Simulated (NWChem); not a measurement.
System: HfO2; SMILES [O]=[Hf]=[O]

Results from NWChem. def2 effective core potentials on Hf; no spin-orbit coupling. Level PBE/def2-SVP: optimisations from one semi-empirical or force-field start; each run changes one setting, and all end within 0.3 mHa of each other.

| setting | optimisation steps |
|---|---|
| redundant internal coordinates, default thresholds | 2 |
| no line search | 3 |
| tight thresholds | 4 |
| loose thresholds | 2 |
| trust radius 0.05 | 4 |
